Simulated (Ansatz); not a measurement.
System: methoxy(trimethyl)silane, C4H12OSi (charge 0, singlet). SMILES: CO[Si](C)(C)C
Coordinates optimised at B3LYP-D3(BJ)/def2-TZVP (Ansatz, a first-principles code):
```xyz
18

Si     0.2560     0.2742    -0.0278
C     -0.2847     1.1092     1.5617
C      1.6991    -0.8675     0.3327
C      0.7084     1.5351    -1.3257
O     -1.0038    -0.5867    -0.6767
C     -1.6632    -1.6531    -0.0259
H     -1.1417     1.7643     1.3902
H      0.5242     1.7176     1.9739
H     -0.5665     0.3810     2.3259
H      2.5523    -0.3033     0.7175
H      2.0232    -1.3893    -0.5704
H      1.4422    -1.6206     1.0815
H      1.5392     2.1608    -0.9909
H      1.0070     1.0472    -2.2557
H     -0.1382     2.1884    -1.5462
H     -2.1298    -1.3286     0.9106
H     -2.4457    -2.0275    -0.6868
H     -0.9769    -2.4774     0.1964
```

Computed values are from Ansatz. Correlated levels leave the core frozen unless marked. UHF or UKS for open shells. No spin-orbit coupling. Non-relativistic. CBS marks a two-point X^-3 extrapolation of the correlation energy; Hartree-Fock from the larger set. [CCSD(T)-MP2]/basis is that difference in the basis named.

atomisation energy De: 6961.7 kJ/mol at RI-MP2/CBS(cc-pV(T+d)Z,cc-pV(Q+d)Z)+[CCSD(T)-MP2]/cc-pV(D+d)Z
total energy: -523.7584 Eh at RI-MP2/CBS(cc-pV(T+d)Z,cc-pV(Q+d)Z)+[CCSD(T)-MP2]/cc-pV(D+d)Z
dipole moment: 0.99 D at CCSD(T)/aug-cc-pV(D+d)Z
T1 diagnostic: 0.011 at CCSD/aug-cc-pV(D+d)Z
